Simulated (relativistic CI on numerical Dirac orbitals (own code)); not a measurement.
Hyperfine structure of Bi LXVIII, mass number 209

Method of calculation: Dirac-Coulomb-Breit CI, separate exchange-only KLI orbitals for each configuration, model QED, unscaled Slater integrals (own radial code, finite nucleus).

Configurations in the expansion (outside the closed core [Ne]): 3s²3p⁴, 3s²3p³3d, 3s3p⁵, 3p⁶, 3s3p⁴3d, 3s3p³3d², 3p⁵3d, 3s²3p²3d4p, 3s²3p³4s, 3s3p³3d4s, 3p⁵4s, 3s²3p³4p, 3s²3p²3d², 3s²3p3d³, 3s3p²3d³, 3s²3p3d²4s, 3s²3p3d²4p, 3p⁴3d², 3p³3d³, 3p³3d²4s, 3p³3d²4p. Double excitations out of closed p, d and f shells are left out; levels of such configurations are missing from the list, as are those of other unlisted configurations, and high levels can miss mixing partners.

Nuclear spin I = 9/2, μ = 4.092 μN, Q = -0.516 b (tables of Stone and Pyykkö). The electronic factors are computed for point nuclear moments, without core polarisation or the Bohr-Weisskopf and QED corrections.

| Level | E (10³ cm⁻¹) | A (GHz) | B (GHz) |
| --- | --- | --- | --- |
| 3s²3p⁴ ³P2 | 0.0 | 290.5 | -17.3 |
| 3s²3p³3d ³F°4 | 3335.2 | 147.6 | -386 |
| 3s²3p⁴ ³P1 | 4915.0 | -423.8 | 170 |
| 3s²3p⁴ ¹D2 | 5002.6 | 1015 | 359 |

Levels with J = 0, under 50 % of one LS term, or S terms without an open s electron are left out. Small factors come from cancelling terms and can be off by tens of per cent or more.

At this charge energies of transitions that change n are usually good to better than 1 %, and those within a shell (Δn = 0) to a few per cent.

Task: Give the hyperfine levels of 3s²3p³3d ³F°4 relative to its centre of gravity.

Result: With K = F(F + 1) − I(I + 1) − J(J + 1), E = AK/2 + B[¾K(K + 1) − I(I + 1)J(J + 1)]/[2I(2I − 1)J(2J − 1)]: F = 1/2: -3424, F = 3/2: -3167, F = 5/2: -2743, F = 7/2: -2162, F = 9/2: -1436, F = 11/2: -579.8, F = 13/2: 387, F = 15/2: 1442, F = 17/2: 2560 GHz.

LS names give the leading component of a level, which can be under half, so a name can repeat, a term be missing and a line seem to break the LS rules.
